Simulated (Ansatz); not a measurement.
ammonia borane (SMILES [BH3-][NH3+]) moved off its minimum; all values from Ansatz (a first-principles code), cores frozen in correlated methods.
(charge 0, multiplicity 1)
```xyz
8

B     -1.03069     0.15394    -0.06750
N      0.74856    -0.11320    -0.00288
H     -1.28557    -0.66588    -0.91139
H     -1.05639     1.25821    -0.21477
H     -1.26466    -0.17171     1.15903
H      0.94827    -1.06286     0.25134
H      1.12085     0.55691     0.74456
H      1.19071     0.07773    -0.90524
```

```tsv
level	largest force (eV/Å)	on atom	rms difference from CCSD(T)/cc-pVTZ (eV/Å)	dipole (D)
HF/def2-TZVPP	4.16	B1	0.316	4.65
PBE/def2-TZVPP	4.07	B1	0.134	4.78
r2SCAN/def2-TZVPP	4.09	B1	0.021	4.79
B3LYP/def2-TZVPP	3.98	B1	0.061	4.72
wB97M-V/def2-TZVPP	4.06	B1	0.056	4.74
MP2/cc-pVTZ	4.21	B1	0.047	4.73
CCSD(T)/cc-pVTZ	4.14	B1	0.000	4.74
```

The differences count from one level among others, with limits of its own. Forces at CCSD(T)/cc-pVTZ (eV/Å):

```csv
atom,Fx,Fy,Fz
B1,1.697,-3.089,2.165
N2,-0.174,1.973,0.868
H3,-0.525,0.255,-0.055
H4,-0.453,2.387,-0.741
H5,-0.143,0.209,-1.382
H6,0.143,-0.344,0.262
H7,-0.472,-1.462,-1.568
H8,-0.073,0.070,0.451
```
